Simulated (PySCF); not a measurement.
Basis-set dependence of excited states

C4H7As.
Numbering: `[CH:1]#[C:2][CH2:3][AsH:4][CH3:5]` (hydrogens: H6 on C1; H7, H8 on C3; H9 on As4; H10, H11, H12 on C5)

Cartesian coordinates in Å at the PBE0-D3(BJ)/def2-SVP level; atoms count from 1:
```xyz
12
C4H7As angstrom
C      1.579    1.091    0.564
C      1.163   -0.006    0.256
C      0.625   -1.290   -0.130
As    -1.026   -1.200   -1.254
C     -2.024    0.098   -0.171
H      1.964    2.053    0.845
H      0.364   -1.889    0.758
H      1.363   -1.874   -0.702
H     -0.448   -0.168   -2.218
H     -2.851    0.498   -0.774
H     -1.378    0.922    0.164
H     -2.449   -0.417    0.702
```

TDDFT with PBE0 (PySCF), vertical singlets, core orbitals frozen in the response, spherical d and f functions. The structure is a single PBE0-D3(BJ)/def2-SVP conformer in the gas phase; no vibrational or solvent corrections. The PBE0/6-31G* calculation is non-relativistic and has no spin–orbit coupling, an omission that weighs most on arsenic.

Q: Compare 6-31G*, def2-SVP, def2-SVPD, aug-cc-pVDZ, def2-TZVP and def2-TZVPD for this molecule.

A: 

```
      basis  functions  diffuse  S1 (eV)  S2 (eV)  S3 (eV)  S4 (eV)  S5 (eV)  LUMO (eV)  α (au)
     6-31G*        102       no     6.20     6.37     6.48     6.82     6.94       0.56    65.6
   def2-SVP        123       no     6.19     6.37     6.49     6.79     6.88       0.49    68.3
  def2-SVPD        174      yes     5.96     6.08     6.28     6.41     6.58       0.17    80.2
aug-cc-pVDZ        191      yes     5.69     5.85     5.93     6.24     6.30      -0.18    82.4
  def2-TZVP        214       no     6.01     6.17     6.35     6.53     6.66       0.27    77.1
 def2-TZVPD        265      yes     5.82     5.95     6.12     6.32     6.43       0.04    82.1
```

States are compared by their number. Against the largest diffuse basis here (def2-TZVPD, itself not a converged limit), sets without diffuse functions differ by up to 0.38 eV in S1 and 0.52 eV in S5; the smaller diffuse sets differ by up to 0.14 and 0.15 eV. State by state, the largest deviation of a set without diffuse functions is S1 0.38, S2 0.42, S3 0.37, S4 0.50, S5 0.52 eV. The same number needn't mean the same state in each row. Against def2-TZVPD the polarisability deviates by -20% in 6-31G*, -17% in def2-SVP, -2% in def2-SVPD, 0% in aug-cc-pVDZ, -6% in def2-TZVP.
